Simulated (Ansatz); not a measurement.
`C#C[SiH]([SiH3])Cl` at its PBE0-D4/def2-TZVP geometry, where that method's forces vanish. Total charge 0; spin multiplicity 1.

```json
{"atom": "C1", "x (Å)": "2.1113", "y (Å)": "0.6242", "z (Å)": "1.6172"}
{"atom": "C2", "x (Å)": "1.1765", "y (Å)": "0.0176", "z (Å)": "1.1553"}
{"atom": "Si3", "x (Å)": "-0.2525", "y (Å)": "-0.8253", "z (Å)": "0.4129"}
{"atom": "Si4", "x (Å)": "-1.1354", "y (Å)": "0.4865", "z (Å)": "-1.3086"}
{"atom": "Cl5", "x (Å)": "0.3606", "y (Å)": "-2.6284", "z (Å)": "-0.3734"}
{"atom": "H6", "x (Å)": "2.9400", "y (Å)": "1.1534", "z (Å)": "2.0297"}
{"atom": "H7", "x (Å)": "-1.2376", "y (Å)": "-1.1185", "z (Å)": "1.4810"}
{"atom": "H8", "x (Å)": "-2.2922", "y (Å)": "-0.2150", "z (Å)": "-1.9239"}
{"atom": "H9", "x (Å)": "-0.0850", "y (Å)": "0.7140", "z (Å)": "-2.3338"}
{"atom": "H10", "x (Å)": "-1.5859", "y (Å)": "1.7916", "z (Å)": "-0.7563"}
```

Question: For each bond, give half the difference of the two atoms' forces along it (eV/Å; positive pushes the atoms apart) under PBE-D4, r2SCAN-D4, B3LYP-D4, ωB97M-V in def2-TZVPP. (Estimate.)

Answer: Computed: 
```tsv
bond	length (Å)	PBE-D4	r2SCAN-D4	B3LYP-D4	ωB97M-V
C1–C2	1.206	0.99	0.40	0.00	-0.30
C1–H6	1.066	-0.37	-0.23	-0.10	0.05
C2–Si3	1.818	-0.55	-0.24	0.02	0.31
Si3–Si4	2.337	-0.08	0.02	0.06	-0.01
Si3–Cl5	2.060	0.21	0.08	0.23	0.08
Si3–H7	1.482	0.10	-0.01	-0.14	-0.19
Si4–H8	1.486	0.09	-0.02	-0.07	-0.10
Si4–H9	1.485	0.09	-0.01	-0.06	-0.09
Si4–H10	1.487	0.08	-0.02	-0.07	-0.09
```

B3LYP here is the variant with VWN-RPA as its local correlation; programs differ in this.
